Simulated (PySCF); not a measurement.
BFH, SMILES [BH]F (connectivity only; charge and spin as stated), charge +1, multiplicity 1. Heavy atoms are numbered as in [BH:1][F:2]. Hydrogens are named by the atom that carries them.

The structure is a stationary point at ωB97X-D3(BJ)/def2-TZVPD. The multiplicity is an assumed one; other spin states were not compared. The isomer is the one that the SMILES or the coordinates give; other isomers of the formula were not compared.

All values below come from HF/pcSseg-2 (PySCF).

GIAO shieldings, no solvent; atoms alike by connectivity are averaged. δ = σ(ref) − σ: ¹¹B against BF3 (σ = 104.0 ppm); ¹⁹F against CFCl3 (σ = 237.3 ppm); ¹H against TMS (σ = 31.98 ppm), references at their B3LYP-D3(BJ)/def2-TZVP geometries, non-relativistic.

Computed chemical shifts:
| nucleus | atoms | count | δ (ppm) |
|---|---|---|---|
| ¹¹B | B1 (BH) | 1 | 12.4 |
| ¹⁹F | F2 | 1 | 7.7 |
| ¹H | H on B1 | 1 | 6.87 |
